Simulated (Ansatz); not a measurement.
Frontier orbitals of GaH8NO2Si2, SMILES `[NH2][Ga]([O][SiH3])[O][SiH3]`.

```xyz
14

N     1.3568    2.5821    0.9298
Ga    0.5837    1.0512    0.4035
O    -0.7696    0.3687    1.3198
Si   -1.7577   -0.9288    1.2906
O     1.1076    0.2472   -1.0850
Si    0.6681   -0.9968   -2.0440
H     1.2014    2.9559    1.8499
H     2.2231    2.8945    0.5267
H    -2.9361   -0.6772    0.4175
H    -1.0471   -2.1360    0.7808
H    -2.2306   -1.2016    2.6728
H     1.1536   -0.7327   -3.4235
H     1.2608   -2.2732   -1.5600
H    -0.8139   -1.1533   -2.0789
```

Charge 0, multiplicity 1. Correlated methods include outer-core shells of Ga, which these sets cover unevenly. Scalar relativity is left out up to krypton. The geometry is a stationary point of PBE0-D4/def2-TZVP. It is one conformer, not always the lowest. Basis def2-TZVPP, the Gaussian-basis code of Ansatz.

| functional | HOMO (eV) | LUMO (eV) |
| --- | --- | --- |
| revPBE | -6.37 | -1.73 |

Question: Give HOMO and LUMO (eV) with LDA (SPW92), PBE, BLYP, r2SCAN, B97M-V, PBE0, B3LYP, r2SCANh, r2SCAN0, HSE06 (plane-wave form), BHLYP, CAM-B3LYP, LC-ωPBE, ωB97X-V, ωB97M-V. (Best estimate.)

Answer: The calculation gave: 
```csv
functional,HOMO,LUMO
LDA (SPW92),-6.63,-2.13
PBE,-6.44,-1.86
BLYP,-6.31,-1.80
r2SCAN,-6.75,-1.52
B97M-V,-6.84,-1.82
PBE0,-7.86,-0.94
B3LYP,-7.61,-1.24
r2SCANh,-7.27,-1.20
r2SCAN0,-8.08,-0.74
HSE06 (plane-wave form),-7.45,-1.31
BHLYP,-9.18,-0.11
CAM-B3LYP,-9.30,-0.01
LC-ωPBE,-10.72,1.29
ωB97X-V,-10.33,1.05
ωB97M-V,-10.25,0.75
```

B3LYP here is the variant with VWN-RPA as its local correlation; programs differ in this. LC-ωPBE has ω = 0.4 bohr⁻¹. Positive LUMOs are unbound and depend on the basis.
